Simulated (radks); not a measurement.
Numerical settings for the copper ion Cu+, [Ar] 3d10. Calculated with a radial shooting solver on a logarithmic mesh with Libxc functionals: non-relativistic Kohn-Sham, r2SCAN, spin-polarised, spherical densities, point nucleus; meta-GGA in the generalised Kohn-Sham scheme. The defaults (mesh step 0.008 in ln r, mesh end at 40 bohr or more with all orbitals vanishing there, Anderson mixing 0.5 over 9 steps, residual threshold near 1e-9 with the energy settled to 1e-9 hartree or 1e-11 of itself, here a cap of 92 iterations) give E = -1640.221 hartree and 3d at -13.734 eV in 13 iterations. Run on one thread of a shared host, so times are rough (Intel(R) Xeon(R) 6975P-C): 0.1 s of CPU time, 0.1 s wall, 13 iterations on 2476 mesh points. Changes against that run (0 stands for a change within the tolerance of the run):

mesh step in ln r 0.03: iterations 13; converged yes; E (mhartree) -0.00133; e(3d) (meV) 0; CPU (s) 0.03
mesh step in ln r 0.003: iterations 13; converged yes; E (mhartree) 0; e(3d) (meV) 0; CPU (s) 0.24
mesh step in ln r 0.05: iterations 13; converged yes; E (mhartree) -0.583; e(3d) (meV) +0.0135; CPU (s) 0.02
mesh end (bohr) 8: iterations 13; converged yes; E (mhartree) +0.0248; e(3d) (meV) +3.03; CPU (s) 0.09
mesh end (bohr) 3: iterations 13; converged yes; E (mhartree) +245; e(3d) (meV) +5.46e+03; CPU (s) 0.09
residual threshold 0.1: iterations 12; converged yes; E (mhartree) 0; e(3d) (meV) +0.0764; CPU (s) 0.09
residual threshold 1e-16: iterations 92; converged no; E (mhartree) 0; e(3d) (meV) -0.00956; CPU (s) 0.39
mixing 0.05: iterations 18; converged yes; E (mhartree) 0; e(3d) (meV) -0.0269; CPU (s) 0.12
linear mixing, mixing 1: iterations 92; converged no; E (mhartree) +1.18e+05; e(3d) (meV) +1.22e+04; CPU (s) 1.4
linear mixing, mixing 0.2: iterations 62; converged yes; E (mhartree) 0; e(3d) (meV) -0.00823; CPU (s) 0.33
mixing history 2: iterations 20; converged yes; E (mhartree) 0; e(3d) (meV) +0.0118; CPU (s) 0.13
iteration cap 8: iterations 8; converged no; E (mhartree) +0.00964; e(3d) (meV) +36.3; CPU (s) 0.06

Settings that end as converged yet miss the energy by more than 1 mhartree: mesh end (bohr) 3 (+0.245 hartree). A mesh that ends early acts as a hard wall.
